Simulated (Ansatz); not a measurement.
Sn(OMe)(SiH3) (CH₆OSiSn), SMILES C[O][Sn][SiH3] (connectivity only; charge and spin as stated), neutral, multiplicity 1.

The structure is a stationary point at PBE-D3(BJ)/def2-SVP. The structure was generated by enumeration; whether it is a known compound was not checked. The def2 effective core potentials stand for the cores of Sn; spin–orbit coupling is left out. Other conformers were not sampled.

Two levels are set side by side: PBE/def2-SVPD (Ansatz, a first-principles code) and PBE0/def2-SVPD (Ansatz). Energy differences of separate SCF runs at the same geometry; the states with an electron removed or added have multiplicity 2 and 2. Differences are taken from unrounded values.

```csv
quantity,PBE0,PBE,PBE minus PBE0
vertical ionisation energy (eV),8.24,8.14,-0.10
vertical electron affinity (eV),1.16,1.05,-0.12
vertical singlet–triplet gap (eV),1.72,1.82,0.09
```
